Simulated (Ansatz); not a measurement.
Reaction (hydrogenolysis of the Si–O bond): `CO[Si](O)(Cl)Cl` + H₂ → `O[SiH](Cl)Cl` + CH₃OH

Gas-phase electronic energies from Ansatz, PBE0-D4/def2-TZVP geometries. CCSD(T)/CBS adds triple-zeta CCSD(T) − MP2 to the extrapolated MP2 energy (def2 sets, frozen cores). This one scheme is used for every species. Functionals use def2-TZVPP. B3LYP here is the variant with VWN-RPA as its local correlation; programs differ in this. One conformer a species, not always the lowest.

`CO[Si](O)(Cl)Cl`:

```xyz
10

C     0.861   -1.207   -0.729
O     0.693    0.104   -0.224
Si   -0.674    0.736    0.352
O    -0.410    2.247    0.859
Cl   -1.363   -0.450    1.868
Cl   -2.108    0.835   -1.079
H     0.242   -1.364   -1.616
H     1.909   -1.326   -1.001
H     0.600   -1.954    0.027
H     0.249    2.381    1.543
```

H₂:

Z-matrix (Å, degrees):
```
H
H 1 0.746
```

`O[SiH](Cl)Cl`:

Z-matrix (Å, degrees):
```
Si
Cl 1 2.042
Cl 1 2.041 2 107.4
O 1 1.621 2 111.2 3 -121.9
H 1 1.467 2 109.8 3 119.4
H 4 0.959 1 119.4 2 59.9
```

CH₃OH:

```xyz
6

C    -0.116    0.335    0.030
O     0.346   -0.921    0.470
H    -0.286    0.943    0.919
H    -1.063    0.264   -0.520
H     0.617    0.853   -0.601
H     0.501   -1.475   -0.297
```

CCSD(T)/CBS gives +22.9 kcal/mol.

Q: Another level gave +19.5 kcal/mol. Which?
A. PBE-D4/def2-TZVPP
B. CCSD(T)/def2-TZVPP
C. B3LYP/def2-TZVPP
D. r2SCAN-D4/def2-TZVPP

A: C. B3LYP 19.5, r2SCAN-D4 23.8, CCSD(T)/def2-TZVPP 22.6, PBE-D4 20.9 kcal/mol.

Largest T1 diagnostic among the species: 0.010.

In def2-TZVPP, CCSD(T) changes the Hartree–Fock value by +3.0 kcal/mol (the triples alone add +0.8 kcal/mol) and MP2 by +4.6 kcal/mol. The D4 term adds +3.6 kcal/mol with B3LYP and +2.0 kcal/mol with PBE0; it sums over pairs of atoms, weighted by their polarisabilities, and B3LYP, whose exchange is more repulsive, gets the larger term.
